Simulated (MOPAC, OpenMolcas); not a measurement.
# BGeNH6 (SMILES B[NH][GeH3]): methods side by side

BGeNH6 has 9 atoms, charge 0, and is taken as a singlet. SMILES: `B[NH][GeH3]`. The coordinates come from a PBE0-D4/def2-TZVP relaxation.

```xyz
9

B    -0.8740    0.6295   -1.1629
N    -0.0233    0.6871   -0.0627
Ge    0.6652   -0.7614    0.8666
H    -1.2179   -0.4407   -1.5810
H    -1.2491    1.6470   -1.6748
H     0.2539    1.5984    0.2725
H     2.2016   -0.7148    0.8049
H     0.1149   -2.0152    0.1846
H     0.2173   -0.6760    2.3357
```

Quantity: the dipole moment, in D. The values are calculated.

```json
{"level": "PM6", "kind": "semi-empirical", "program": "MOPAC", "value (D)": "2.76", "CPU time": "under 2 s"}
{"level": "HF/6-31G* (spherical functions)", "kind": "Hartree–Fock", "program": "OpenMolcas", "value (D)": "1.62", "CPU time": "12 s"}
{"level": "SVWN5/6-31G* (spherical functions)", "kind": "LDA", "program": "OpenMolcas", "value (D)": "1.99", "CPU time": "31 s"}
{"level": "BLYP/6-31G* (spherical functions)", "kind": "GGA", "program": "OpenMolcas", "value (D)": "1.90", "CPU time": "43 s"}
{"level": "PBE/6-31G* (spherical functions)", "kind": "GGA", "program": "OpenMolcas", "value (D)": "1.93", "CPU time": "43 s"}
{"level": "TPSS/6-31G* (spherical functions)", "kind": "meta-GGA", "program": "OpenMolcas", "value (D)": "1.88", "CPU time": "54 s"}
{"level": "PBE0/6-31G* (spherical functions)", "kind": "global hybrid", "program": "OpenMolcas", "value (D)": "1.86", "CPU time": "37 s"}
```

All-electron rows without a relativistic Hamiltonian named are non-relativistic. The values span 1.62 to 2.76 D. Magnitudes only. Times are those of the runs behind each value, whatever else they computed, on shared processors of several kinds: orders of magnitude only.
